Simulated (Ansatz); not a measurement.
One change: `F[SiH2]O[SiH3]` becomes `F[SiH]([SeH])O[SiH3]`.

Ansatz, PBE0-D4/def2-TZVP geometries, multiplicity 1. Each molecule was computed in one conformer, which needn't be the lowest.

Scalar relativity is left out up to krypton.

| property | `F[SiH2]O[SiH3]` |
| --- | --- |
| HOMO–LUMO gap (PBE0/def2-TZVPP) / eV | 8.96 |
| HOMO–LUMO gap (B3LYP/def2-TZVPP) / eV | 8.55 |
| HOMO energy (PBE0/def2-TZVPP) / eV | -9.01 |
| HOMO energy (PBE/def2-TZVPP) / eV | -7.57 |
| LUMO energy (ωB97M-V/def2-TZVPP) / eV | 1.65 |
| size of the dipole moment (ωB97M-V/def2-TZVPP) / D | 1.18 |

Question: Give the same properties after the change, and the shifts. (Estimate.)

Answer: The calculation gave: 
```tsv
property	`F[SiH]([SeH])O[SiH3]`	shift
HOMO–LUMO gap (PBE0/def2-TZVPP) / eV	7.30	-1.66
HOMO–LUMO gap (B3LYP/def2-TZVPP) / eV	6.78	-1.77
HOMO energy (PBE0/def2-TZVPP) / eV	-7.50	1.51
HOMO energy (PBE/def2-TZVPP) / eV	-6.32	1.25
LUMO energy (ωB97M-V/def2-TZVPP) / eV	1.58	-0.07
size of the dipole moment (ωB97M-V/def2-TZVPP) / D	1.27	0.09
```

With PBE0 the HOMO rises by 1.51 eV and the LUMO falls by 0.16 eV, so the gap narrows by about 1.67 eV. PBE moves the HOMO by 1.25 eV and ωB97M-V by 1.60 eV. The zero-point energy changes by 0.7 kJ/mol with +3 modes. Dipoles are sizes alone; their direction can turn.

B3LYP here is the variant with VWN-RPA as its local correlation; programs differ in this.

Spin–orbit coupling is left out; it splits and shifts lone-pair levels of the heavy atoms by tenths of an eV.
